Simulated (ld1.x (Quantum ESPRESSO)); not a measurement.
Before and after: TM potential for rhodium (Rh)

```json
{
  "Element": "Rh (Z = 45)",
  "Generator": "ld1.x (Quantum ESPRESSO) 7.5",
  "Type": "norm-conserving Troullier–Martins (Kleinman–Bylander form)",
  "Functional": "LDA (PZ)",
  "Relativity": "scalar-relativistic",
  "Frozen core": "[Ar] 3d10 4s2",
  "Valence charge": "15",
  "Reference configuration": "4p6 4d8 5s0.5 5p0.5",
  "Partial waves": "5s (bound): rc 2.60 bohr; 4d (bound): rc 1.20 bohr; 4p (bound): rc 1.35 bohr",
  "Local potential": "the p channel",
  "Core correction": "none"
}
```

Occupied shells without a wave of their own: 5p. They enter only through the test configuration that unscreens the potential.

Change: wave 5s (bound): rc 2.60 bohr becomes 5s (bound): rc 2.82 bohr.

Cutoffs: the cutoffs (Ry, on a coarse ladder) from which the occupation-weighted sum of valence levels, in a spherical-Bessel basis at the reference potential, stays within 10 and 1 mRy of its value at 400 Ry; they do not see the model core or the augmentation charge, which bear on the density cutoff. Errors are all-electron minus pseudo energies relative to the spin-unpolarised reference configuration.

Predict the effect on cutoff, ghosts and configuration errors.

The potential gets neither clearly harder nor softer (80 Ry and 120 Ry → 80 Ry and 120 Ry); both files keep a bound ghost (s); of the 9 tests that both files solve, the error grows in 2 and shrinks in 0 by more than 15 % and 0.3 meV (median size 43.8 → 47.6 meV).

```tsv
quantity	base	changed
cutoff, loose	80 Ry	80 Ry
cutoff, tight	120 Ry	120 Ry
bound ghosts	s	s
error for 4p6 4d8 5s1 5p0, meV [ΔE -1.83 eV]	-13	-13
error for 4p6 4d8 5s0 5p0, meV [ΔE 5.96 eV]	-31	-31
error for 4p6 4d7 5s0 5p0, meV [ΔE 25.72 eV]	-44	-48
error for 4p6 4d8 5s0 5p1, meV [ΔE 1.90 eV]	+13	+13
error for 4p6 4d5 5s0 5p0, meV [ΔE 105.61 eV]	-46	-63
error for 4p6 4d8.5 5s0.5 5p0, meV [ΔE -2.43 eV]	-9.4	-9.3
error for 4p6 4d6 5s0 5p0, meV [ΔE 58.46 eV]	-49	-58
error for 4p6 4d8 5s0.5 5p0.5 (spin-polarised), meV [ΔE -0.81 eV]	+92	+92
error for 4p6 4d8 5s1 5p0 (spin-polarised), meV [ΔE -2.72 eV]	+80	+80
```

Base: These tests converged, but a pseudo level misses the all-electron one widely, so the file describes the atom poorly there or has found another state: 4p6 4d5 5s0 5p0: empty 5s by 8.3 eV (a node warning on the way). A true bound ghost makes a file unfit for plane-wave use even where its test errors are small: the radial tests pick states by their node count and pass the ghost by.
